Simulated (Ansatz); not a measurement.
Worked example: CHBrCl2 + CHClI → CHBrCl + CHCl2I

Species: CHBrCl2 (bromodichloromethane) `ClC(Cl)Br`, singlet; CHClI `Cl[CH]I`, doublet; CHBrCl `Cl[CH]Br`, doublet; CHCl2I (dichloroiodomethane) `ClC(Cl)I`, singlet. A radical takes Cl: the energy is the difference in strength between two C–Cl bonds in different surroundings.

Shapes, held fixed at every level: PBE0-D4/def2-TZVP. Programs: Ansatz 0.2.0. The zero-point and thermal change to 298 K, harmonic and unscaled (PBE0-D4/def2-TZVP), is +0.1 kJ/mol.

At CCSD(T)/def2-TZVPP; 1 Eh = 2625.50 kJ/mol:

| species | energy (Eh) |
| --- | --- |
| CHBrCl2 | -3530.781167 |
| CHClI | -795.432084 |
| CHBrCl | -3070.999764 |
| CHCl2I | -1255.212443 |

Problem. Work out ΔH(298 K) of the reaction at this level.

Solution. 
1. Products less reactants: (-3070.999764) + (-1255.212443) − [(-3530.781167) + (-795.432084)] = 0.001044 Eh = +2.7 kJ/mol.
2. With the thermal change: +2.7 + (+0.1) = +2.8 kJ/mol.

Other levels give -0.4 (MP2/def2-SVP) to +2.3 kJ/mol (wB97X-V/def2-TZVPP). No measured value is set beside it here. Open shells run unrestricted unless RO is named. For atoms past krypton def2 sets carry core potentials with scalar relativity. Relativity is left out for Br unless named. Correlated rows may include outer-core shells of Br, I, which these sets cover unevenly.
